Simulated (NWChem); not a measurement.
# Correlation energy of Au2

```
Au
Au 1 2.5399
```
Charge 0, spin multiplicity 1.

Program: NWChem. Structure: optimised with PBE0/def2-SVP with def2 effective core potentials on Au, a minimum by its harmonic frequencies.

Basis set: def2-SVP. Each correlation energy counts from its own Hartree-Fock reference.

Effective core potentials replace the inner electrons of Au; spin-orbit coupling is left out. The correlated methods keep 8 core orbitals frozen. The structure started from a generated list of species. No row is a measurement; the coupled-cluster row has its own basis-set and correlation limits.

Task: One of these methods gave a correlation energy of -528.9 mHa. Which?
(A) CCSD
(B) CCSD(T)
(C) MP2
(D) CR-CCSD(T)

Result: B, CCSD(T). The others give -551.7 (MP2), -516.2 (CCSD), -525.7 (CR-CCSD(T)).
